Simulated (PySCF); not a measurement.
CH7N2Si (calculated)

All values are calculated (PySCF 2.14.0). Calculation on a computer-drawn molecule: the log of a Hartree-Fock and frozen-core CCSD(T) single point meant for a local Hartree-Fock minimum, with one planted fault or none, to be diagnosed. Offsets are logged minus clean, where the clean run is the same molecule without the fault. The reference is restricted for singlets and unrestricted otherwise, and also for a bond in bohr or an excited solution. Adding or removing an electron swaps singlet and doublet. The excited solution moves the top pair (singlet) or top alpha electron (doublet) to the lowest empty orbital. Highest occupied and lowest empty are orbital energies over both spins, largest force is the largest gradient component, triples share is (T) over the correlation energy, the T1 limit is 0.02 restricted and 0.045 unrestricted, electrons count all cores, a negative frequency is imaginary (commonest isotopes), and the dipole is about the centre of nuclear charge.

Common to all runs: meant charge 0; meant multiplicity 2; meant basis cc-pV(D+d)Z; logged basis functions 100; logged SCF converged yes; possible faults no fault, one electron removed, one electron added, multiplicity raised by two, geometry at a saddle point, SCF held on an excited solution, minimal basis STO-3G, one bond length entered in bohr, all coordinates scaled.

```yaml
- entry: 1
  formula: CH7N2Si
  logged_structure:
    atoms_angstrom:
      - ["N", -0.1898, -0.9446, -0.102]
      - [C, 0.3907, -2.2057, -0.5311]
      - ["N", 1.2983, -2.0385, -1.6405]
      - [Si, 2.6537, -0.9583, -1.5889]
      - [H, -0.7294, -1.0715, 0.7386]
      - [H, -0.8212, -0.5913, -0.8026]
      - [H, -0.3561, -2.9562, -0.8163]
      - [H, 0.9382, -2.6121, 0.322]
      - [H, 0.8673, -2.1863, -2.5333]
      - [H, 3.3235, -1.1272, -0.2746]
      - [H, 3.5736, -1.3425, -2.6945]
  given:
    logged_electrons: 40
    logged_spin_squared: 0.0
    "logged_highest_occupied [eV]": -15.409
    "logged_lowest_empty [eV]": -5.9897
    "logged_largest_force [hartree/bohr]": 0.092392
    logged_T1_diagnostic: 0.022627
    logged_D1_diagnostic: 0.10294
    logged_triples_share: 0.03151
    logged_CC_converged: "yes"
    "logged_dipole_magnitude [debye]": 3.0469
    logged_SCF_stable_within_its_kind: "yes"
    "logged_energy_HF [hartree]": -439.49835
    "logged_energy_CCSD(T) [hartree]": -440.14256
    drawn_bonds_atom: [1, 2, 3, 1, 1, 2, 2, 3, 4, 4]
    drawn_bonds_other_atom: [2, 3, 4, 5, 6, 7, 8, 9, 10, 11]
    drawn_bonds_order: [1, 1, 1, 1, 1, 1, 1, 1, 1, 1]
  results:
    planted_fault: "one electron removed"
    "HF_energy_offset_from_clean_run [kcal/mol]": 160.8
    "CCSD(T)_energy_offset_from_clean_run [kcal/mol]": 156.3
  notes: ["T1 above single-reference limit"]
- entry: 2
  formula: CH7N2Si
  logged_structure:
    atoms_angstrom:
      - ["N", -0.1898, -0.9446, -0.102]
      - [C, 0.3907, -2.2057, -0.5311]
      - ["N", 1.2983, -2.0385, -1.6405]
      - [Si, 2.6537, -0.9583, -1.5889]
      - [H, -0.7294, -1.0715, 0.7386]
      - [H, -0.8212, -0.5913, -0.8026]
      - [H, -0.3561, -2.9562, -0.8163]
      - [H, 0.9382, -2.6121, 0.322]
      - [H, 0.8673, -2.1863, -2.5333]
      - [H, 3.3235, -1.1272, -0.2746]
      - [H, 3.5736, -1.3425, -2.6945]
  given:
    logged_electrons: 41
    logged_spin_squared: 0.7938
    "logged_highest_occupied [eV]": -2.4747
    "logged_lowest_empty [eV]": -0.26934
    "logged_largest_force [hartree/bohr]": 0.039781
    "logged_dipole_magnitude [debye]": 3.6051
    logged_SCF_stable_within_its_kind: "no"
    "logged_energy_HF [hartree]": -439.56688
    drawn_bonds_atom: [1, 2, 3, 1, 1, 2, 2, 3, 4, 4]
    drawn_bonds_other_atom: [2, 3, 4, 5, 6, 7, 8, 9, 10, 11]
    drawn_bonds_order: [1, 1, 1, 1, 1, 1, 1, 1, 1, 1]
  results:
    planted_fault: "SCF held on an excited solution"
    "HF_energy_offset_from_clean_run [kcal/mol]": 117.8
  notes: ["coupled-cluster numbers left out as unreliable"]
- entry: 3
  formula: CH7N2Si
  logged_structure:
    atoms_angstrom:
      - ["N", -0.1898, -0.9446, -0.102]
      - [C, 0.3907, -2.2057, -0.5311]
      - ["N", 1.2983, -2.0385, -1.6405]
      - [Si, 2.6537, -0.9583, -1.5889]
      - [H, -0.7294, -1.0715, 0.7386]
      - [H, -0.8212, -0.5913, -0.8026]
      - [H, -0.3561, -2.9562, -0.8163]
      - [H, 0.9382, -2.6121, 0.322]
      - [H, 0.8673, -2.1863, -2.5333]
      - [H, 3.3235, -1.1272, -0.2746]
      - [H, 4.392, -1.6843, -3.6783]
  given:
    logged_electrons: 41
    logged_spin_squared: 1.0591
    "logged_highest_occupied [eV]": -8.3611
    "logged_lowest_empty [eV]": 1.691
    "logged_largest_force [hartree/bohr]": 0.028645
    logged_T1_diagnostic: 0.034443
    logged_D1_diagnostic: 0.17879
    logged_triples_share: 0.029114
    logged_CC_converged: "yes"
    "logged_dipole_magnitude [debye]": 3.4695
    logged_SCF_stable_within_its_kind: "yes"
    "logged_energy_HF [hartree]": -439.66705
    "logged_energy_CCSD(T) [hartree]": -440.30024
    drawn_bonds_atom: [1, 2, 3, 1, 1, 2, 2, 3, 4, 4]
    drawn_bonds_other_atom: [2, 3, 4, 5, 6, 7, 8, 9, 10, 11]
    drawn_bonds_order: [1, 1, 1, 1, 1, 1, 1, 1, 1, 1]
  results:
    planted_fault: "one bond length entered in bohr, row 10 of the drawn bonds"
    "HF_energy_offset_from_clean_run [kcal/mol]": 54.91
    "CCSD(T)_energy_offset_from_clean_run [kcal/mol]": 57.36
```
